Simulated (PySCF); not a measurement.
TlHg⁺: one state, many levels of theory

State: ¹Σ⁺ (singlet), closed shell. Set-up: Tl def2-SVP with ECP60, Hg def2-SVP with ECP60; scalar-relativistic core potentials (PySCF 2.14). De refers to Tl⁺ + Hg in their ground configurations, without counterpoise correction. A positive dipole points towards Hg; it is taken about the centre of mass and depends on that origin.

```json
{"Level": "RHF-MP2", "Re (Å)": "3.294", "ωe (cm⁻¹)": "53.1", "De (eV)": "n/a", "μ (D)": "n/a", "CPU s a point (SCF and correlation, without the integrals)": "0.19"}
{"Level": "RHF-SCS-MP2", "Re (Å)": "3.364", "ωe (cm⁻¹)": "48.1", "De (eV)": "n/a", "μ (D)": "n/a", "CPU s a point (SCF and correlation, without the integrals)": "n/a"}
{"Level": "RHF-CCSD", "Re (Å)": "3.383", "ωe (cm⁻¹)": "47.4", "De (eV)": "n/a", "μ (D)": "n/a", "CPU s a point (SCF and correlation, without the integrals)": "n/a"}
{"Level": "RHF-CCSD(T)", "Re (Å)": "3.354", "ωe (cm⁻¹)": "49.2", "De (eV)": "n/a", "μ (D)": "n/a", "CPU s a point (SCF and correlation, without the integrals)": "7.4"}
{"Level": "PBE", "Re (Å)": "3.275", "ωe (cm⁻¹)": "55.2", "De (eV)": "n/a", "μ (D)": "-4.19", "CPU s a point (SCF and correlation, without the integrals)": "0.7"}
{"Level": "TPSS", "Re (Å)": "3.257", "ωe (cm⁻¹)": "55.9", "De (eV)": "n/a", "μ (D)": "-4.09", "CPU s a point (SCF and correlation, without the integrals)": "1.1"}
{"Level": "r²SCAN", "Re (Å)": "3.218", "ωe (cm⁻¹)": "58.9", "De (eV)": "n/a", "μ (D)": "-4.02", "CPU s a point (SCF and correlation, without the integrals)": "1"}
{"Level": "TPSSh", "Re (Å)": "3.261", "ωe (cm⁻¹)": "55.6", "De (eV)": "n/a", "μ (D)": "-4.10", "CPU s a point (SCF and correlation, without the integrals)": "1.2"}
{"Level": "PBE0", "Re (Å)": "3.278", "ωe (cm⁻¹)": "54.9", "De (eV)": "n/a", "μ (D)": "-4.18", "CPU s a point (SCF and correlation, without the integrals)": "1.4"}
{"Level": "MN15", "Re (Å)": "3.258", "ωe (cm⁻¹)": "56.1", "De (eV)": "n/a", "μ (D)": "-4.35", "CPU s a point (SCF and correlation, without the integrals)": "1.1"}
```

What does the step from GGA to meta-GGA do here, going from PBE to r²SCAN?

r²SCAN less PBE: -5.7 pm in Re, +6.7 % in ωe. 

What does the triples do here, going from RHF-CCSD to RHF-CCSD(T)?

RHF-CCSD(T) less RHF-CCSD: -2.9 pm in Re, +3.8 % in ωe. Correlation nearly always deepens the well. The bond shortens, as in weak, metallic or heavy-atom bonds, where dispersion and the correlation of outer-core electrons pull the atoms together.

Correlated steps freeze 4 core orbitals. Closed-shell solutions of metal pairs were not tested for spin polarisation, which can lower them a little. Spin–orbit coupling is left out.

The whole job (state search and all levels along the bond) took about 2.8 min on 1 thread of Arm Neoverse V1 (shared host), peak memory 0.74 GiB.
